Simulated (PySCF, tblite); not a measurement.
Isomers of C7H6FN3, one GFN2-xTB conformer each. Single-point energies are computed at PBE0/pcSseg-1 (PySCF, gas phase, no added dispersion term), electronic only.

```tsv
SMILES	GFN2-xTB relative energy (kcal/mol)
Cn1nnc2c(F)cccc21	0.8
Cc1cccc2c(F)nnn12	0.0
Cc1nnn2c(F)cccc12	4.2
```

Problem. What does PBE0/pcSseg-1 give for the same structures?

Solution. 
```json
{"SMILES": "Cn1nnc2c(F)cccc21", "PBE0/pcSseg-1 E (Eh)": "-533.76475", "PBE0/pcSseg-1 (kcal/mol)": "0.0", "GFN2-xTB (kcal/mol)": "0.8", "point group": "Cs"}
{"SMILES": "Cc1cccc2c(F)nnn12", "PBE0/pcSseg-1 E (Eh)": "-533.75749", "PBE0/pcSseg-1 (kcal/mol)": "4.6", "GFN2-xTB (kcal/mol)": "0.0", "point group": "Cs"}
{"SMILES": "Cc1nnn2c(F)cccc12", "PBE0/pcSseg-1 E (Eh)": "-533.75360", "PBE0/pcSseg-1 (kcal/mol)": "7.0", "GFN2-xTB (kcal/mol)": "4.2", "point group": "Cs"}
```

GFN2-xTB puts Cc1cccc2c(F)nnn12 lowest instead; measured from each level's own lowest isomer, the values differ by up to 4.6 kcal/mol (Cc1cccc2c(F)nnn12: 0.0 against 4.6). Neighbours under 2.5 kcal/mol apart (Cc1cccc2c(F)nnn12 and Cc1nnn2c(F)cccc12) can change places with a better method, another conformer or zero-point energy.

Problem. Which frontier levels, dipoles and rotational constants go with these structures?

Solution. 
```csv
SMILES,"HOMO (eV, PBE0/pcSseg-1)",LUMO (eV),dipole (D),"A, B, C (MHz)"
Cn1nnc2c(F)cccc21,-7.02,-1.30,5.47,"2114, 1030, 695.7"
Cc1cccc2c(F)nnn12,-6.48,-1.45,5.27,"2077, 1066, 707.6"
Cc1nnn2c(F)cccc12,-6.48,-1.38,5.16,"2100, 1059, 707.0"
```

Problem. What happens when harmonic zero-point energies from GFN2-xTB frequencies are added?

Solution. 
| SMILES | ZPE (kcal/mol) | electronic (kcal/mol) | with ZPE (kcal/mol) |
| --- | --- | --- | --- |
| Cn1nnc2c(F)cccc21 | 76.6 | 0.0 | 0.0 |
| Cc1cccc2c(F)nnn12 | 76.6 | 4.6 | 4.5 |
| Cc1nnn2c(F)cccc12 | 76.3 | 7.0 | 6.7 |

The zero-point energies span 0.3 kcal/mol. The order is unchanged.
